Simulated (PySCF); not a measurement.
Species: `C=Cc1c(F)cccc1S`. The columns A, B, C and D hold Mulliken, IAO, Hirshfeld and ESP-fitted charges (e) of one PBE0/pcSseg-1 density (PySCF), in a shuffled order. Coordinates in Å (GFN2-xTB); the density's dipole moment is (-1.37, 1.17, 0.73) D.

```json
{"atom": "C1", "x": "2.286", "y": "-1.344", "z": "-1.314", "A": "-0.299", "B": "-0.094", "C": "-0.082", "D": "-0.341"}
{"atom": "C2", "x": "1.543", "y": "-0.264", "z": "-1.097", "A": "-0.148", "B": "-0.058", "C": "-0.183", "D": "-0.362"}
{"atom": "C3", "x": "0.366", "y": "-0.133", "z": "-0.250", "A": "-0.054", "B": "-0.029", "C": "-0.174", "D": "+0.447"}
{"atom": "C4", "x": "-0.227", "y": "-1.181", "z": "0.459", "A": "+0.300", "B": "+0.096", "C": "+0.403", "D": "+0.124"}
{"atom": "F5", "x": "0.288", "y": "-2.426", "z": "0.386", "A": "-0.264", "B": "-0.056", "C": "-0.287", "D": "-0.156"}
{"atom": "C6", "x": "-1.346", "y": "-1.024", "z": "1.254", "A": "-0.202", "B": "-0.075", "C": "-0.119", "D": "-0.215"}
{"atom": "C7", "x": "-1.922", "y": "0.227", "z": "1.367", "A": "-0.135", "B": "-0.041", "C": "-0.049", "D": "-0.238"}
{"atom": "C8", "x": "-1.375", "y": "1.298", "z": "0.686", "A": "-0.180", "B": "-0.071", "C": "-0.012", "D": "+0.021"}
{"atom": "C9", "x": "-0.251", "y": "1.125", "z": "-0.109", "A": "-0.086", "B": "-0.010", "C": "-0.329", "D": "-0.366"}
{"atom": "S10", "x": "0.425", "y": "2.518", "z": "-0.965", "A": "+0.019", "B": "-0.006", "C": "+0.011", "D": "-0.261"}
{"atom": "H11", "x": "3.135", "y": "-1.292", "z": "-1.974", "A": "+0.156", "B": "+0.050", "C": "+0.118", "D": "+0.171"}
{"atom": "H12", "x": "2.096", "y": "-2.301", "z": "-0.864", "A": "+0.164", "B": "+0.036", "C": "+0.131", "D": "+0.185"}
{"atom": "H13", "x": "1.822", "y": "0.656", "z": "-1.597", "A": "+0.149", "B": "+0.031", "C": "+0.136", "D": "+0.260"}
{"atom": "H14", "x": "-1.746", "y": "-1.882", "z": "1.771", "A": "+0.171", "B": "+0.056", "C": "+0.107", "D": "+0.182"}
{"atom": "H15", "x": "-2.796", "y": "0.369", "z": "1.983", "A": "+0.162", "B": "+0.058", "C": "+0.096", "D": "+0.178"}
{"atom": "H16", "x": "-1.825", "y": "2.276", "z": "0.775", "A": "+0.149", "B": "+0.048", "C": "+0.088", "D": "+0.108"}
{"atom": "H17", "x": "-0.481", "y": "3.389", "z": "-0.521", "A": "+0.098", "B": "+0.063", "C": "+0.145", "D": "+0.263"}
```

**Question.** Which column most likely holds the ESP-fitted charges?

**Answer.** D. Σ q r misses the density's dipole by 0.05 D (D), 0.73 D (B), 0.94 D (C), 1.61 D (A). Charges fitted to the outside potential are the only set here that is tied to the molecule's multipoles.

**Question.** And the Hirshfeld charges?

**Answer.** B. The mean sizes are 0.052 e (B), 0.145 e (C), 0.161 e (A), 0.228 e (D), and Hirshfeld charges are commonly the smallest of these schemes.

As computed, A = IAO, B = Hirshfeld, C = Mulliken, D = ESP-fitted. Hydrogens on carbon: IAO +0.15 to +0.17, Hirshfeld +0.03 to +0.06, Mulliken +0.09 to +0.14, ESP-fitted +0.11 to +0.26 e.

The Mulliken scheme counts on each atom the diagonal of the density matrix times the overlap matrix over that atom's basis functions. The ESP scheme is a least-squares fit of atom-centred charges to the potential on four shells outside the van der Waals surface, with the total charge fixed.

Isolated species at its GFN2-xTB geometry (one conformer only). GFN2-xTB frequencies show an imaginary mode (70i cm⁻¹), so this geometry is no minimum at that level.

The run behind these numbers computed NMR shieldings as well. Time: 57 s (with the writing of density and orbital grids); peak memory 1.0 GiB. Hardware: one thread of an Arm Neoverse V1, shared host with 64 logical CPUs at a one-minute load of 51.

Shape of the structure used: `[CH2:1]=[CH:2][c:3]1[c:4]([F:5])[cH:6][cH:7][cH:8][c:9]1[SH:10]`: C1–C2–C3–C4 -3°, H–S10–C9–C8 0°.
